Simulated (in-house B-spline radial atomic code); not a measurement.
**Response and correlation of the lanthanum ion La⁵³⁺**

Closed shell [He] 2s2. Computed with an all-electron radial atomic-structure program (B-spline basis): Dirac-Hartree-Fock, relativistic RPA (time-dependent Dirac-Hartree-Fock) for the response and second-order many-body perturbation theory for correlation, no-pair Dirac-Coulomb Hamiltonian, finite nucleus.

```json
{"multipole (bohr³, bohr⁵, bohr⁷)": "dipole", "uncoupled": "0.00052391", "coupled RPA": "0.00074443"}
{"multipole (bohr³, bohr⁵, bohr⁷)": "quadrupole", "uncoupled": "8.0141e-07", "coupled RPA": "8.1797e-07"}
{"multipole (bohr³, bohr⁵, bohr⁷)": "octupole", "uncoupled": "1.2485e-08", "coupled RPA": "?"}
```

Question: What is the coupled octupole polarisability?

Answer: 1.2662e-08 atomic units, +1 % against the uncoupled value.

Question: Which subshells carry the dipole polarisability?

Answer: 2s1/2 100.0 %, 1s1/2 0.0 %.

Question: What does the dipole shielding factor come to?

Answer: The dipole shielding factor is 0.070, against the exact N/Z = 4/57 = 0.070 of the non-relativistic theorem.

Dipole polarisability at imaginary frequency:

```
u (Eh)  α(iu) (bohr³)
     0      0.0007444
  7.94      0.0004092
  19.8      0.0002302
  39.7      0.0001088
  59.5      6.471e-05
  79.4      4.521e-05
   119      2.875e-05
   159      2.139e-05
   198      1.712e-05
   278      1.187e-05
   397      7.704e-06
   595      4.463e-06
   794      2.948e-06
  1190      1.606e-06
  1980      7.121e-07
  3970      2.102e-07
```

Question: What dispersion coefficients follow for two such ions (the dispersion part alone)?

Answer: C6 = (3/π)∫α(iu)²du = 4.48e-06 hartree·bohr⁶ and C8 = 6.879e-08 hartree·bohr⁸.

Lowest J = 1 odd-parity excitations:

```
energy (eV)  oscillator strength  leading channel  weight
     121.74              0.00795     2s1/2 → p1/2   0.993
     639.72                0.181     2s1/2 → p3/2   0.992
     6154.8                0.248     2s1/2 → p1/2   0.999
     6295.9                0.448     2s1/2 → p3/2   0.999
     8217.9               0.0596     2s1/2 → p1/2   0.999
     8276.7                0.117     2s1/2 → p3/2   0.999
     9161.2               0.0244     2s1/2 → p1/2     1.0
     9191.1               0.0492     2s1/2 → p3/2     1.0
```

Second-order correlation energy by the highest angular momentum of the excited pair (hartree): s -0.01924, p -0.251, d -0.01127, f -0.002896, g -0.00106, h -0.0004755, i -0.0002392, k -0.0001332.

Question: What is the second-order correlation energy at the partial-wave limit?

Answer: The listed waves sum to -0.28632 hartree; extrapolating the increments as (l + 1/2)⁻⁴ gives -0.28659 hartree, -1.95 eV per electron.
